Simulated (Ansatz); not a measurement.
Geometry optimisation, Ansatz 0.2.0, DFT PBE, scalar-relativistic, plane waves, PAW.

Input file:

```yaml
crystal:
  lattice:
    - [5.308566, 0.0, 0.0]
    - [0.0, 5.308566, 0.0]
    - [0.0, 0.0, 5.308566]
  atoms:
    - { symbol: O, position: [-0.0264319, 0.6169525, 0.174801] }
    - { symbol: H, position: [0.0093, 0.5873718, 0.3512589] }
    - { symbol: H, position: [0.0855377, 0.5025129, 0.0873048] }
    - { symbol: O, position: [0.4186045, 0.3429306, 0.8877832] }
    - { symbol: H, position: [0.2668008, 0.2477874, 0.8532493] }
    - { symbol: H, position: [0.4336474, 0.3376025, 1.0695372] }
    - { symbol: O, position: [0.7642884, 0.1322007, 0.4795219] }
    - { symbol: H, position: [0.8821075, 0.1067938, 0.3425462] }
    - { symbol: H, position: [0.6803812, -0.02897, 0.4960378] }
    - { symbol: O, position: [0.2103626, 0.8653295, 0.8639654] }
    - { symbol: H, position: [0.1439272, 0.9788468, 0.7375164] }
    - { symbol: H, position: [0.212844, 0.7030296, 0.780648] }
    - { symbol: C, position: [0.703086, 0.9127781, -0.0022623] }
    - { symbol: O, position: [0.538357, 0.8234046, 0.1893764] }
    - { symbol: H, position: [0.6312437, 1.0965399, -0.0587826] }
    - { symbol: H, position: [0.5996725, 0.6595305, 0.2420419] }
    - { symbol: H, position: [0.8968342, 0.9361118, 0.0655575] }
    - { symbol: H, position: [0.7049256, 0.7892857, -0.1678781] }
basis:
  ecutwfc: 420.0
kpoints:
  mp_grid: { grid: [1, 1, 1] }
hamiltonian:
  xc: pbe
scf:
  occupations: { method: fermi_dirac, width: 0.05 }
  lower_state_search: "off"
relax:
  f_tol: 0.3
  max_steps: 15
  adjacent_minimum: "off"
```

Command:

```bash
$ ansatz run input.yaml --threads 1 --pin off --max-ram 3072MiB --backend cpu --events-out ev --progress --plain --runs-dir out
```

**Question.** Where does it end, and by what steps?

**Answer.** The run converged. The threshold is loose, so the end isn't yet a minimum. The force dipped under the threshold on the way, but the program's further checks kept it going. Limits of this set-up: coarse k mesh. After 12 steps the energy has fallen by 4.026 eV; O10 moved furthest, 1.41 Å.

```csv
step,energy less start (eV),largest force component (eV/Å),accepted
0,0.0000,2.221,yes
1,-1.2680,1.353,yes
2,-1.9276,1.526,yes
3,-2.4923,1.324,yes
4,-2.8992,1.108,yes
5,-3.1692,0.935,yes
6,-3.4422,0.857,yes
7,-3.6380,1.124,yes
8,-3.8336,0.329,yes
9,-3.8955,0.480,yes
10,-3.9421,0.174,yes
11,-3.9867,0.463,yes
12,-4.0255,0.252,yes
```

```xyz
18
Lattice="5.3086 0.0000 0.0000 0.0000 5.3086 0.0000 0.0000 0.0000 5.3086" Properties=species:S:1:pos:R:3
O 0.120 2.480 1.741
H 0.563 3.271 2.173
H 0.608 2.254 0.907
O 1.525 2.316 4.770
H 1.881 1.624 4.188
H 2.294 2.677 5.309
O 3.825 0.841 3.073
H 4.402 1.440 2.530
H 3.257 0.351 2.453
O 0.940 4.542 3.187
H 0.081 5.006 3.335
H 1.029 3.869 3.893
C 3.782 4.542 0.035
O 3.206 3.632 0.962
H 3.415 5.563 0.223
H 3.989 3.125 1.330
H 4.876 4.539 0.122
H 3.502 4.253 -0.988
```

Whether the end is a true minimum wasn't checked by a vibrational analysis.

Time of the run: 12 s on 1 thread of Arm Neoverse V2 (shared host), peak memory 0.28 GiB.
